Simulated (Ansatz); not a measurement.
Gas-phase electronic energies from Ansatz, PBE0-D4/def2-TZVP geometries. CCSD(T)/CBS is the MP2 limit (def2-TZVPP, def2-QZVPP) plus CCSD(T) − MP2 in def2-TZVPP, frozen cores. Functionals use def2-TZVPP. B3LYP here is the variant with VWN-RPA as its local correlation; programs differ in this. One conformer a species, not always the lowest.

Consider the cleavage of the Al–Si bond: `[AlH2][SiH]1C[SiH2]N1` + `C=CCO` → `C=CC[O][AlH2]` + `C1[SiH2]N[SiH2]1`.

```tsv
level	ΔE (kcal/mol)
PBE0-D4	-31.4
r2SCAN	-35.2
B3LYP	-36.1
CCSD(T)/def2-TZVPP	-35.5
HF/def2-QZVPP	-39.5
MP2/def2-QZVPP	-38.0
SCS-MP2/def2-QZVPP	-38.3
MP2/CBS(def2)	-37.8
```

(1) What does CCSD(T)/CBS give? (Best estimate.)

Largest T1 diagnostic among the species: 0.013.

Answers

(1) The calculation gave: -35.4 kcal/mol. The listed levels differ from it by 4.0, 0.2, -0.7, -0.1, -4.1, -2.6, -2.9, -2.4 kcal/mol.

From PBE to PBE0 (25 % exact exchange), in def2-TZVPP and without D4, ΔE moves by −1.1 kcal/mol. In def2-TZVPP, CCSD(T) changes the Hartree–Fock value by +3.5 kcal/mol (the triples alone add +0.5 kcal/mol) and MP2 by +1.1 kcal/mol.
